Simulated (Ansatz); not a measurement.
System: OsO, charge 0, multiplicity 3. The spin state was set by rule; other spins were not relaxed. 
Coordinates optimised at B3LYP-D3(BJ)/def2-TZVP (Ansatz, a first-principles code):
```xyz
2

Os     0.0000     0.0000    -0.1587
O      0.0000     0.0000     1.5078
```
Charge 0, spin multiplicity 3.

Basis-set convergence of Hartree-Fock and CCSD(T) correlation energies (hartree) with Ansatz. Correlated levels leave the core frozen unless marked. UHF or UKS for open shells. No spin-orbit coupling. Frozen are the shells of the preceding noble gas and the d and f shells that filled before the atom's block. In def2 rows, elements after Kr have scalar-relativistic effective core potentials.

The UHF reference is spin-contaminated (<S^2> 0.79 over the pure value in the largest basis). The T1 diagnostic of CCSD in the largest basis is 0.082, which is high, so the coupled-cluster rows are less sure than usual.

| basis | functions | E(HF) | E(corr, CCSD(T)) |
|---|---|---|---|
| def2-SVPD | 58 | -164.55999 | -0.41581 |
| def2-TZVPPD | 99 | -164.66243 | -0.51372 |
| def2-QZVPPD | 154 | -164.66799 | -0.54101 |

Extrapolating the two largest sets (X = 3 and 4) as X^-3: E(corr) = (64·(-0.54101) - 27·(-0.51372))/37 = -0.5609 Eh, an estimate of the basis-set limit. The largest set recovers 96.4 % of it, the smallest 74.1 %.
